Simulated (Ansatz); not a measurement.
Isolated molecules relaxed with PBE0-D4/def2-TZVP in Ansatz; ΔE leaves out vibrations. CCSD(T)/CBS adds triple-zeta CCSD(T) − MP2 to the extrapolated MP2 energy (def2 sets, frozen cores). DFT in def2-TZVPP. B3LYP here is the variant with VWN-RPA as its local correlation; programs differ in this. HSE06 is defined as in plane-wave codes. For Ge outer-core shells are correlated without core-valence functions, which leaves a few kJ/mol of doubt a bond. Scalar relativity is left out up to krypton. One conformer a species, not always the lowest.

Consider the cleavage of the Ge–Si bond: `O[SiH2][GeH3]` + `N=C1O[SiH2]1` → `[GeH3]/[N]=C1\O[SiH2]1` + `O[SiH3]`.

`O[SiH2][GeH3]`:

```xyz
9

O     1.867   -0.538    0.180
Si    0.255   -0.892    0.100
Ge   -0.884    1.174   -0.171
H     2.478   -1.269    0.292
H    -0.042   -1.804   -1.043
H    -0.209   -1.584    1.338
H    -2.400    0.919   -0.252
H    -0.446    1.883   -1.462
H    -0.618    2.112    1.018
```

`N=C1O[SiH2]1`:

```xyz
7

N    -0.716    1.813    0.048
C    -0.212    0.676    0.132
O     0.504    0.151    1.186
Si    0.392   -1.017   -0.046
H    -1.189    1.934   -0.842
H     1.655   -1.353   -0.736
H    -0.434   -2.204    0.259
```

`[GeH3]/[N]=C1\O[SiH2]1`:

Cartesian coordinates in Å:
```
Ge -0.302 -0.557 1.998
N -1.067 -0.230 0.327
C -0.353 0.113 -0.624
O 1.027 0.334 -0.750
Si 0.255 0.613 -2.243
H 0.724 -1.697 1.896
H -1.465 -0.966 2.909
H 0.370 0.721 2.529
H 0.244 2.015 -2.716
H 0.566 -0.346 -3.325
```

`O[SiH3]`:

```xyz
6

O     0.966   -0.698   -0.472
Si   -0.166    0.327    0.147
H     0.692   -1.590   -0.687
H    -1.298    0.532   -0.798
H     0.533    1.611    0.380
H    -0.727   -0.183    1.429
```

| level | ΔE (kJ/mol) | difference from CCSD(T)/CBS |
| --- | --- | --- |
| LDA (SPW92) | 17.5 | 19.0 |
| revPBE-D4 | 8.2 | 9.7 |
| B97M-V | 3.1 | 4.6 |
| PBE0-D4 | 10.9 | 12.4 |
| B3LYP-D4 | -0.5 | 1.0 |
| BHLYP-D4 | -3.9 | -2.4 |
| CAM-B3LYP-D4 | -2.4 | -0.9 |
| PBE0 | 12.3 | 13.8 |
| B3LYP | 2.1 | 3.6 |
| HSE06 | 12.2 | 13.7 |
| CAM-B3LYP | -0.9 | 0.6 |
| MP2/def2-SVP | -18.0 | -16.5 |
| CCSD/def2-SVP | -8.7 | -7.2 |
| SCS-MP2/def2-TZVPP | -16.7 | -15.2 |
| CCSD(T)/def2-TZVPP | -5.8 | -4.3 |
| HF/CBS(def2) | -13.0 | -11.5 |
| CCSD(T)/CBS | -1.5 | 0 |

What do rigid-rotor, harmonic-oscillator terms from PBE0-D4/def2-TZVP frequencies (298.15 K, 1 bar) make of the CCSD(T)/CBS value? (Best estimate.)

The calculation gave: ΔZPE = -7.2 kJ/mol, ΔH = -8.2 kJ/mol, ΔS = 1 J/(mol·K), ΔG = -8.5 kJ/mol. Modes under 50 cm⁻¹ make the entropy rough.

Largest T1 diagnostic among the species: 0.017.

Leaving LDA and LC-ωPBE aside and taking each functional with its dispersion term where it has one, the values, not all of them listed here, spread over 19.1 kJ/mol, from B2PLYP to PBE-D4. From BLYP to BHLYP (50 % exact exchange), in def2-TZVPP and without D4, ΔE moves by −6.3 kJ/mol. At CCSD(T), def2-SVP lies −8.6 kJ/mol from the extrapolated value and def2-TZVPP −4.3 kJ/mol.
